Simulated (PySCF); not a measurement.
## Spin-orbit coupling and the second ionisation energy along group 14

Two-component X2C-1e calculated with PySCF 2.14: MP2 on generalised Hartree-Fock spinors (GMP2), with spin-orbit coupling off and on (screened by Boettger's factors); no Breit or QED terms. Values in eV; the references (NIST) lie between the lowest levels. Elements whose determinants are no pure J levels are left out.

| element | configurations | spin-free | with spin-orbit | shift | reference |
| --- | --- | --- | --- | --- | --- |
| C (x2c-SVPall-2c, 1s2 frozen) | [He] 2s2 2p1 → [He] 2s2 | 24.345 | 24.349 | 0.005 | 24.383 |
| Si (x2c-SVPall-2c, [Ne] frozen) | [Ne] 3s2 3p1 → [Ne] 3s2 | 15.951 | 15.974 | 0.023 | 16.346 |
| Ge (x2c-SVPall-2c, [Ne] frozen) | [Ar] 3d10 4s2 4p1 → [Ar] 3d10 4s2 | 15.529 | 15.674 | 0.146 | 15.935 |
| Sn (x2c-SVPall-2c, [Ar] 3d10 frozen) | [Kr] 4d10 5s2 5p1 → [Kr] 4d10 5s2 | 13.921 | 14.280 | 0.359 | 14.633 |
| Pb (x2c-SVPall-2c, [Kr] 4d10 4f14 frozen) | [Xe] 4f14 5d10 6s2 6p1 → [Xe] 4f14 5d10 6s2 | 13.293 | 14.528 | 1.235 | 15.032 |

The largest shift is at Pb, 1.235 eV, where spin-orbit coupling lowers the species with more electrons by more than the one with fewer (starting occupations 6p1/2^1 and closed).

What remains against the references is mostly the basis and correlation beyond MP2.
